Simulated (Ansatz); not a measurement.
`FC[NH][AlH2]`, one more setting.

```yaml
crystal:
  periodic: [false, false, false]
  atoms:
    - {symbol: F, position_ang: [1.013905, 1.593031, 1.054119]}
    - {symbol: C, position_ang: [-0.022351, 1.210507, 0.194703]}
    - {symbol: N, position_ang: [0.288653, 0.030234, -0.507257]}
    - {symbol: Al, position_ang: [-0.201946, -1.624065, -0.061363]}
    - {symbol: H, position_ang: [-0.181880, 2.064807, -0.470473]}
    - {symbol: H, position_ang: [-0.903581, 1.058933, 0.824114]}
    - {symbol: H, position_ang: [0.942991, 0.191415, -1.259718]}
    - {symbol: H, position_ang: [0.369037, -2.811546, -0.934195]}
    - {symbol: H, position_ang: [-1.216328, -1.759517, 1.143071]}
basis:
  gaussian: {orbitals: aug-cc-pVDZ, fitting: {mean_field: cc-pVTZ-jkfit}}
hamiltonian: {xc: {name: revPBE0}, dispersion: d4}
output: {forces: true}
```

```sh
$ ansatz run in.yaml --threads 2 --pin off --events-out ev --progress --plain --max-ram 4352MiB
```

Shortened log:

```
Functional definition: revPBE0
508 factors; integrals over basis functions are off by at most 3.8e-1 eV
mean field evaluation 1: about -11912.2094 eV, gradient 5.9e1 eV
mean field evaluation 2: about -11893.6745 eV, gradient 9.8e1 eV
mean field evaluation 4: about -11919.4106 eV, gradient 6.2e0 eV
mean field evaluation 8: about -11919.4708 eV, gradient 9.9e-2 eV
mean field -11919.47082406 eV, -438.0324734768 hartree, gradient 3.4e-5 eV, S^2 0.000000; 0 other end points of the search recorded, 0 dependent functions left out
reference -11919.47088612 eV, -438.0324757574 hartree; 20, 20 occupied and 121, 121 virtual orbitals, 508 factors
Total energy: -11919.80048542 eV, -438.0445883082 hartree
Atom 0 at     1.013905     1.593031     1.054119 Å, force     0.409016     0.167303     0.353325 eV/Å
Atom 1 at    -0.022351     1.210507     0.194703 Å, force    -0.293931    -0.041529    -0.198617 eV/Å
Atom 2 at     0.288653     0.030234    -0.507257 Å, force     0.172310     0.345301    -0.226311 eV/Å
Atom 3 at    -0.201946    -1.624065    -0.061363 Å, force    -0.165657    -0.573261     0.155566 eV/Å
Atom 4 at    -0.181880     2.064807    -0.470473 Å, force    -0.026638     0.175389    -0.113176 eV/Å
Atom 5 at    -0.903581     1.058933     0.824114 Å, force    -0.161420    -0.017645     0.124133 eV/Å
Atom 6 at     0.942991     0.191415    -1.259718 Å, force     0.096811     0.030341    -0.117772 eV/Å
Atom 7 at     0.369037    -2.811546    -0.934195 Å, force     0.043344    -0.083557    -0.066964 eV/Å
Atom 8 at    -1.216328    -1.759517     1.143071 Å, force    -0.073836    -0.002342     0.089817 eV/Å
Dipole moment:    -0.177419    -0.071792    -0.316757 e Å
```

Hardware: 2 threads of an Arm Neoverse V2 on a shared host. Wall time 1.9 s, peak host memory 0.38 GiB.
